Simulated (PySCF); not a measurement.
# Spinor energies of Re+ (rhenium, charge +1)

Start: [Xe] 4f14 5d4 6s2; 5d5/2 filled at m_j = -1/2, +1/2, +3/2, +5/2. Calculated with PySCF 2.14 in x2c-SVPall-2c with one added diffuse shell each of s, d type (8s9p10d2f, 99 functions): generalised Hartree-Fock with the X2C-1e Hamiltonian and a Gaussian nucleus; one run each with spin-orbit coupling (SO) switched off, then screened by Boettger's factors. This is a chosen level, not necessarily the ground level.

```tsv
spinor shell	electrons	ε, spin-free (eV)	ε, screened SO (eV)	weight of nominal j (screened SO)	rms radius, screened SO (bohr)
1s1/2	2	-72073.0	-72049.3	1.000	0.0204
2s1/2	2	-12647.6	-12639.5	1.000	0.0824
2p1/2	2	-11044.2	-12073.7	1.000	0.0700
2p3/2	4	-11044.2	-10628.0	1.000	0.0775
3s1/2	2	-2998.9	-2995.6	1.000	0.210
3p1/2	2	-2518.0	-2743.5	1.000	0.202
3p3/2	4	-2518.0	-2424.1	1.000	0.217
3d3/2	4	-1965.9	-2004.5	1.000	0.192
4s1/2	2	-666.52	-664.90	1.000	0.468
4p1/2	2	-505.92	-558.30	1.000	0.476
4p3/2	4	-505.92	-483.01	1.000	0.509
4d3/2	4	-300.29	-307.48	1.000	0.532
4d5/2	6	-300.29	-293.33	1.000	0.543
5s1/2	2	-109.93	-108.99	1.000	1.12
5p1/2	2	-66.418	-73.949	0.971	1.27
4f5/2	6	-69.517	-69.793	0.993	0.638
4f7/2	8	-69.517	-67.272	0.988	0.646
5p3/2	4	-66.418	-62.067	0.973	1.31
5d5/2	4	-20.127	-18.373	0.607	2.01
6s1/2	2	-15.694	-17.429	0.498	2.60
```

Question: Where does 3d5/2 lie, and what is the 3d spin-orbit splitting (screened SO)?

Answer: At -1936.4 eV, 68.109 eV above 3d3/2.

```csv
quantity,spin-free,screened SO
E (hartree),-16678.77902,-16699.34663
M_J,4,4
⟨J²⟩,24.141,27.143
⟨L²⟩,10.137,13.445
⟨S²⟩,6.004,5.211
```

The determinant has a definite M_J but mixes levels of different J.

Each row is a mean over spinors that exchange with the open shell spreads, by up to 5.922 eV (5p3/2).

Rows whose weight is well below 1 are mixtures of j = l ± 1/2: exchange outweighs spin-orbit coupling there, and the label is only the starting occupation.

Breit and QED terms are absent; they matter most for the inner s and p1/2 levels.

Densities and radii are taken from the X2C orbitals without a picture-change correction, which distorts them close to the nucleus.

Without spin-orbit coupling the j labels of p, d and f shells carry no meaning; the spin-free column gives the mean over the occupied spinors of each nl shell, and its ⟨J²⟩ belongs to a mixture of degenerate components.
